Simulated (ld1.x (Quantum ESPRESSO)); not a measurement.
## fluorine, ultrasoft: configuration errors across variants

fluorine, ultrasoft, made with ld1.x (Quantum ESPRESSO) 7.5 (PBE, non-relativistic). Core [He], reference 2s2 2p4 (charge +1). Waves: 2s (bound): rcut 0.55, rcutus 0.70 bohr; 2s channel at -2.75 Ry: rcut 0.55, rcutus 0.70 bohr; 2p (bound): rcut 1.05, rcutus 1.35 bohr; 2p channel at -1.65 Ry: rcut 1.05, rcutus 1.35 bohr. Local part: all-electron potential smoothed inside 1.05 bohr (lloc = -1). Core correction: Bessel-smoothed model core, default radius (core density twice the valence density). Augmentation charge: PSQ, inside the norm-conserving radii.

All-electron excitation energies from the reference (eV): (1) 2s2 2p5 -19.402; (2) 2s2 2p3 38.395; (3) 2s2 2p2 99.037; (4) 2s2 2p4.5 -11.853; (5) 2s1 2p6 -0.678; (6) 2s2 2p5.3 -22.074; (7) 2s2 2p1 184.836.

The overlap operator is not positive definite (basis up to 400 Ry) in “all radii but the core radius scaled by about 1.40 (s 0.98, p 1.88 bohr, rcut 0.76/1.46); local potential all-electron potential smoothed inside 1.46 bohr (lloc = -1)”. Such files are unfit for use, however small their errors in these radial tests.

1 further variants failed, have other tests or too few solved ones, and are left out.

A true bound ghost makes a file unfit for plane-wave use even where its test errors are small: the radial tests pick states by their node count and pass the ghost by.

Errors AE − PS in meV (a dash: test not solved or not reliable):

```tsv
change	(1)	(2)	(3)	(4)	(5)	(6)	(7)	bound ghosts
base	+9.6	+18	+74	+3.1	+27	+14	+126	s
all radii but the core radius scaled by about 0.89 (s 0.62, p 1.20 bohr, rcut 0.50/0.94); local potential all-electron potential smoothed inside 0.94 bohr (lloc = -1)	+9.8	+22	+102	+3.2	+37	+14	+223	s
all radii but the core radius scaled by about 1.08 (s 0.76, p 1.46 bohr, rcut 0.60/1.14); local potential all-electron potential smoothed inside 1.14 bohr (lloc = -1)	+10	-1.2	-80	+3.3	+21	+15	–	s
all radii but the core radius scaled by about 1.12 (s 0.78, p 1.52 bohr, rcut 0.62/1.18); local potential all-electron potential smoothed inside 1.18 bohr (lloc = -1)	+12	+21	+89	+3.8	+23	+18	+219	none
all radii but the core radius scaled by about 1.21 (s 0.84, p 1.64 bohr, rcut 0.66/1.28); local potential all-electron potential smoothed inside 1.28 bohr (lloc = -1)	+14	+21	+95	+4.1	+24	+21	+282	none
all radii but the core radius scaled by about 1.32 (s 0.92, p 1.78 bohr, rcut 0.72/1.38); local potential all-electron potential smoothed inside 1.38 bohr (lloc = -1)	+18	+34	+202	+5.2	+33	+27	+744	none
all radii but the core radius scaled by about 1.40 (s 0.98, p 1.88 bohr, rcut 0.76/1.46); local potential all-electron potential smoothed inside 1.46 bohr (lloc = -1)	+18	+13	+49	+4.8	+45	+28	+185	not determined (overlap not positive)
```

**Question.** Give the same row for: all radii but the core radius scaled by about 0.83 (s 0.58, p 1.12 bohr, rcut 0.46/0.88); local potential all-electron potential smoothed inside 0.88 bohr (lloc = -1).

**Answer.** +14, +34, +157, +4.7, +53, +20, +369; bound ghosts: s.
